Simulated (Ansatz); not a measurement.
Cost and result up the ladder for Sn(OMe)2 (C₂H₆O₂Sn) (11 atoms). The state is a singlet with charge 0. Geometry: PBE0-D4/def2-SVP.

```tsv
atom	x (Å)	y (Å)	z (Å)
C1	-0.106	-1.689	0.534
C2	0.045	1.457	-1.013
O3	0.131	-0.923	1.669
O4	0.122	1.881	0.308
Sn5	0.267	1.021	2.105
H6	0.820	-1.868	-0.047
H7	-0.842	-1.237	-0.158
H8	-0.499	-2.680	0.826
H9	-0.995	1.221	-1.314
H10	0.656	0.558	-1.224
H11	0.401	2.258	-1.686
```

Ansatz on 4 threads of Arm Neoverse V1 on a shared host. Times are rough, and most runs start from the orbitals of an earlier one. PBE0-D4/def2-TZVP serves as the yardstick here, not as an exact answer. Differences are given only for rows in sets of like size (and for xTB, whose basis is part of the method), since another set adds its own error. Binding counts from free atoms at the same level (C triplet, O triplet, Sn triplet, H doublet; other spins of the atoms weren't run), without zero-point energy or a counterpoise term.

In the def2 sets Sn takes a core potential, while STO-3G treats all electrons; there is no spin–orbit coupling. Correlated methods freeze 8 core orbitals; core or outer-core shells of Sn are correlated, in sets that lack core-valence functions. The rows differ in basis, and correlated rows in double-zeta sets carry the largest basis error.

Correlated methods converge slowly with the basis, most of all in double-zeta sets.

| level | functions | binding energy per atom (eV) | difference from PBE0-D4/def2-TZVP (eV) |
| --- | --- | --- | --- |
| B97M-V/def2-TZVP | 210 | 3.81 | 0.02 |
| PBE0-D4/def2-SVP | 112 | 3.80 | – |
| CCSD(T)/def2-SVP | 112 | 3.57 | – |
| HF/def2-TZVP | 210 | 2.63 | -1.15 |
| PBE-D4/def2-TZVP (with forces) | 210 | 3.90 | 0.11 |
| MP2/def2-TZVP | 210 | 3.73 | -0.06 |
| HF/STO-3G | 53 | 3.12 | – |
| BLYP-D4/def2-TZVP | 210 | 3.83 | 0.05 |
| PBE0-D4/def2-TZVP | 210 | 3.79 | 0.00 |
| r2SCAN-D4/def2-TZVP | 210 | 3.81 | 0.02 |
| PBE-D4/def2-SVP | 112 | 3.91 | – |

Task: Estimate how long each takes.

Result: HF/STO-3G 0.35 s; PBE-D4/def2-SVP 1.2 s; PBE0-D4/def2-SVP 1.4 s; HF/def2-TZVP 1.5 s; BLYP-D4/def2-TZVP 2.2 s; PBE-D4/def2-TZVP (with forces) 2.6 s; MP2/def2-TZVP 2.8 s; PBE0-D4/def2-TZVP 2.9 s; r2SCAN-D4/def2-TZVP 3.7 s; B97M-V/def2-TZVP 9 s; CCSD(T)/def2-SVP 12 s. On shared hardware such times vary by a factor of up to 3.
